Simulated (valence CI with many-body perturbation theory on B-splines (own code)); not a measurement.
Level structure of Fe20+

Computed by configuration interaction combined with many-body perturbation theory (CI+MBPT): four valence electrons over a frozen Dirac-Fock core [He], radial functions for each j: 11 s, 11 p, 9 d, 7 f, 5 g, 2 h, 1 i, with the one-electron correlation potential Σ1 (screened to all orders), the two-electron term Σ2, the three-electron term Σ3, Breit, model QED; selected single and double excitations, second order for the rest (own B-spline code, finite nucleus).

No measured levels were compared; by estimate levels of excited configurations hold to 0.05 to 0.15 % of their energy, terms of the ground configuration to about 0.5 %. Among the levels kept, up to 270 cm⁻¹ of a level comes from second order outside the variational space, and about a tenth of that is noise between levels of different J, which matters for small intervals.

Levels 1 to 45 of 110, with energies above the lowest level, 2s2.2p2 3P_0. "Leading %" is the weight of the configuration and term that name the level; weights of strongly mixed levels are sums over their largest components and can fall short. In the jj column 3d3/2^4 stands for four electrons in 3d with j = 3/2.

```csv
No.,Configuration,Term,J,E (× 10³ cm⁻¹),Leading %,g,Leading jj
1,2s2.2p2,3P,0,0.00,90,,2s^2 2p1/2^2 (90 %)
2,2s2.2p2,3P,1,73.80,99,1.498,2s^2 2p1/2 2p3/2 (99 %)
3,2s2.2p2,3P,2,117.33,75,1.377,2s^2 2p1/2 2p3/2 (81 %)
4,2s2.2p2,1D,2,244.63,75,1.116,2s^2 2p3/2^2 (80 %)
5,2s2.2p2,1S,0,372.07,87,,2s^2 2p3/2^2 (88 %)
6,2s.2p3,5S°,2,486.57,96,1.979,2s 2p1/2 2p3/2^2 (50 %)
7,2s.2p3,3D°,1,776.81,84,0.642,2s 2p1/2^2 2p3/2 (57 %)
8,2s.2p3,3D°,2,777.42,82,1.227,2s 2p1/2 2p3/2^2 (61 %)
9,2s.2p3,3D°,3,803.60,100,1.330,2s 2p1/2 2p3/2^2 (100 %)
10,2s.2p3,3P°,0,916.45,100,,2s 2p1/2 2p3/2^2 (100 %)
11,2s.2p3,3P°,1,925.09,83,1.386,2s 2p1/2 2p3/2^2 (74 %)
12,2s.2p3,3P°,2,942.61,73,1.412,2s 2p3/2^3 (56 %)
13,2s.2p3,3S°,1,1096.1,79,1.806,2s 2p1/2 2p3/2^2 (66 %)
14,2s.2p3,1D°,2,1127.7,92,1.036,2s 2p1/2 2p3/2^2 (66 %)
15,2s.2p3,1P°,1,1261.6,81,1.153,2s 2p3/2^3 (67 %)
16,2p4,3P,2,1646.6,89,1.445,2p1/2^2 2p3/2^2 (91 %)
17,2p4,3P,0,1736.0,86,,2p1/2^2 2p3/2^2 (68 %)
18,2p4,3P,1,1740.8,99,1.498,2p1/2 2p3/2^3 (99 %)
19,2p4,1D,2,1817.9,89,1.048,2p1/2 2p3/2^3 (91 %)
20,2p4,1S,0,2048.6,83,,2p3/2^4 (68 %)
21,2s2.2p.3s,3P°,0,7663.5,97,,2s^2 2p1/2 3s (97 %)
22,2s2.2p.3s,3P°,1,7672.2,74,1.383,2s^2 2p1/2 3s (95 %)
23,2s2.2p.3s,3P°,2,7780.5,96,1.498,2s^2 2p3/2 3s (96 %)
24,2s2.2p.3s,1P°,1,7803.9,74,1.111,2s^2 2p3/2 3s (95 %)
25,2s2.2p.3p,3D,1,7842.1,65,0.690,2s^2 2p1/2 3p1/2 (96 %)
26,2s2.2p.3p,3P,1,7898.3,28,1.333,2s^2 2p1/2 3p3/2 (88 %)
27,2s2.2p.3p,3D,2,7901.7,80,1.179,2s^2 2p1/2 3p3/2 (84 %)
28,2s2.2p.3p,3P,0,7915.0,81,,2s^2 2p1/2 3p1/2 (85 %)
29,2s2.2p.3p,3P,1,7983.5,41,1.192,2s^2 2p3/2 3p1/2 (47 %)
30,2s2.2p.3p,3D,3,7994.7,96,1.332,2s^2 2p3/2 3p3/2 (96 %)
31,2s2.2p.3p,3S,1,8005.1,64,1.782,2s^2 2p3/2 3p3/2 (52 %)
32,2s2.2p.3p,3P,2,8007.4,62,1.368,2s^2 2p3/2 3p1/2 (67 %)
33,2s2.2p.3p,1D,2,8068.6,73,1.114,2s^2 2p3/2 3p3/2 (73 %)
34,2s2.2p.3d,3F°,2,8078.7,74,0.753,2s^2 2p1/2 3d3/2 (97 %)
35,2s.2p2.3s,5P,1,8080.7,93,2.454,2s 2p1/2^2 3s (55 %)
36,2s2.2p.3d,3F°,3,8116.2,74,1.113,2s^2 2p1/2 3d5/2 (85 %)
37,2s2.2p.3d,3P°,2,8122.1,34,1.201,2s^2 2p1/2 3d5/2 (92 %)
38,2s2.2p.3p,1S,0,8128.8,76,,2s^2 2p3/2 3p3/2 (69 %)
39,2s.2p2.3s,5P,2,8132.1,97,1.821,2s 2p1/2 2p3/2 3s (90 %)
40,2s2.2p.3d,3D°,1,8139.5,64,0.758,2s^2 2p1/2 3d3/2 (92 %)
41,2s.2p2.3s,5P,3,8181.4,94,1.647,2s 2p1/2 2p3/2 3s (54 %)
42,2s.2p2.3s,3P,0,8182.2,73,,2s 2p1/2^2 3s (50 %)
43,2s2.2p.3d,3F°,4,8202.2,97,1.248,2s^2 2p3/2 3d5/2 (97 %)
44,2s2.2p.3d,1D°,2,8208.8,45,1.040,2s^2 2p3/2 3d3/2 (57 %)
45,2s.2p2.3s,3P,1,8222.2,88,1.513,2s 2p1/2 2p3/2 3s (82 %)
```

Names give the largest LS component (configuration and term), which can be under half, so a name can repeat, a term be missing and a line seem to break the LS rules; names also repeat where a configuration has a term twice.

The ionisation energy to 2s2.2p 2P°_1/2 of the next ion comes out as 1689.1 eV (NIST: 1687 ± 1 eV (semi-empirical)). All 110 levels together are meant to be complete up to 8724.4 × 10³ cm⁻¹.
